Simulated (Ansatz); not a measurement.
The lowest singlet and triplet of NP (SMILES N#P); geometries from B3LYP-D3(BJ)/def2-TZVP, each state relaxed from the structure named, with no frequency check.
Singlet at the triplet's geometry (charge 0, multiplicity 1):
```xyz
2

N      0.0000     0.0000    -1.1142
P      0.0000     0.0000     0.5200
```

A positive gap puts the triplet lower; no zero-point energy. R- takes a restricted singlet. The triplet is unrestricted in single-reference levels.

Run with Ansatz (a program for electronic structure). Values without a source in brackets are computed.

Question: One of these levels gives -74.72 kcal/mol for the gap E(singlet) − E(triplet), vertical, at the triplet's geometry. Which?
(A) R-r2SCAN/def2-TZVPP
(B) R-SVWN5/def2-TZVPP
(C) R-BHLYP/def2-TZVPP

Answer: B, R-SVWN5/def2-TZVPP. The others give -59.75 (R-r2SCAN/def2-TZVPP), -49.25 (R-BHLYP/def2-TZVPP)

Doubts at one or more of the structures used: a restricted determinant that unrestricted orbitals would lower (R-BHLYP/def2-TZVPP).
